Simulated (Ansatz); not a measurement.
`[NH2][Ti]([Cl])([Cl])[Cl]` and `[NH2][Ti]([OH])([Cl])[Cl]` differ in one atom or group.

Ansatz, PBE0-D4/def2-TZVP geometries, multiplicity 1. Each molecule was computed in one conformer, which needn't be the lowest.

Scalar relativity is left out up to krypton.

| property | `[NH2][Ti]([Cl])([Cl])[Cl]` |
| --- | --- |
| zero-point energy (PBE0-D4/def2-TZVP) / kJ/mol | 75.3 |
| HOMO–LUMO gap (PBE0/def2-TZVPP) / eV | 5.34 |
| size of the dipole moment (B3LYP/def2-TZVPP) / D | 2.95 |
| HOMO energy (ωB97M-V/def2-TZVPP) / eV | -10.75 |
| HOMO energy (PBE/def2-TZVPP) / eV | -7.11 |
| size of the dipole moment (ωB97M-V/def2-TZVPP) / D | 3.01 |

(1) What does the change do to each property? (An estimate is asked.)

Results:

(1) The calculation gave: 
```
                                          property  `[NH2][Ti]([OH])([Cl])[Cl]`  shift
    zero-point energy (PBE0-D4/def2-TZVP) / kJ/mol                        105.5   30.2
              HOMO–LUMO gap (PBE0/def2-TZVPP) / eV                         5.59   0.25
  size of the dipole moment (B3LYP/def2-TZVPP) / D                         2.91  -0.04
             HOMO energy (ωB97M-V/def2-TZVPP) / eV                       -10.36   0.39
                 HOMO energy (PBE/def2-TZVPP) / eV                        -6.74   0.37
size of the dipole moment (ωB97M-V/def2-TZVPP) / D                         2.99  -0.02
```

With PBE0 the HOMO rises by 0.39 eV and the LUMO rises by 0.64 eV, so the gap widens by about 0.25 eV. PBE moves the HOMO by 0.37 eV and ωB97M-V by 0.39 eV. The zero-point energy changes by 30.2 kJ/mol with +3 modes. Dipoles are sizes alone; their direction can turn.

B3LYP here is the variant with VWN-RPA as its local correlation; programs differ in this.
